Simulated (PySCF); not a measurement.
Positional isomers: trisilane hydroxy+amino. Gas-phase values, no solvent. One relaxed conformer stands for each flexible species; it need not be the lowest. Strings in code marks are SMILES.

Method: r2SCAN-D4/def2-TZVP (PySCF). All candidates: neutral, multiplicity 1. Delta-SCF ions had no search for a lower state. Excitations are Tamm–Dancoff values on a coarser integration grid. The basis has no diffuse functions, so Rydberg states are missing or too high.

The S1 excitation (TDA) comes out as 5.23 eV and the HOMO is -6.40 eV. The vertical ionisation energy (Delta-SCF) is 8.89 eV.

### Question
Identify which member has these values.
A. `N[Si@@H](O)[SiH2][SiH3]`
B. `N[SiH2][SiH2][SiH2]O`
C. `N[Si](O)([SiH3])[SiH3]`
D. `N[SiH2][Si@@H](O)[SiH3]`

### Answer
D, `N[SiH2][Si@@H](O)[SiH3]`. The others give `N[Si@@H](O)[SiH2][SiH3]`: 5.83 eV, -6.22 eV, 8.73 eV; `N[Si](O)([SiH3])[SiH3]`: 5.62 eV, -6.47 eV, 8.96 eV; `N[SiH2][SiH2][SiH2]O`: 5.15 eV, -6.11 eV, 8.74 eV
